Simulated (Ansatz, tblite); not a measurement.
Forces on GaH2(CH2SiH3) (CH₇GaSi) at its PBE0-D4/def2-SVP geometry. The state is a singlet with charge 0.

The xTB rows come from tblite.

GFN1-xTB (tblite), largest force 0.97 eV/Å:

```xyz
10
positions Å, forces eV/Å
Ga    1.533   -0.880   -0.368    0.796   -0.528    0.165
H     1.452   -2.448   -0.439    0.109    0.183    0.032
H     2.866   -0.165    0.058   -0.113   -0.178   -0.047
C    -0.062    0.198   -0.781   -0.774    0.465    0.088
Si   -1.118    0.546    0.733   -0.349    0.103    0.546
H     0.248    1.166   -1.209   -0.029   -0.071   -0.226
H    -0.686   -0.332   -1.519    0.088    0.118   -0.187
H    -1.581   -0.736    1.354    0.119    0.515   -0.193
H    -0.324    1.286    1.765   -0.359   -0.255   -0.350
H    -2.328    1.365    0.406    0.512   -0.353    0.172
```

GFN2-xTB (tblite), largest force 1.14 eV/Å:

```
Ga 0.201 -0.153 0.134
H 0.211 -0.055 0.049
H 0.135 -0.176 0.023
C -0.287 0.306 -0.605
Si -0.590 0.171 0.963
H -0.137 -0.180 -0.068
H 0.106 0.208 0.013
H 0.138 0.320 -0.213
H -0.178 -0.188 -0.316
H 0.401 -0.253 0.019
```

revPBE-D4/def2-TZVP (Ansatz), largest force 0.27 eV/Å:

```
Ga 0.102 -0.070 0.035
H -0.012 -0.147 -0.010
H 0.124 0.072 0.037
C -0.164 0.137 -0.171
Si -0.044 0.009 0.090
H -0.012 -0.027 0.006
H 0.018 0.019 0.015
H -0.006 -0.023 0.003
H 0.017 0.014 0.010
H -0.023 0.017 -0.015
```
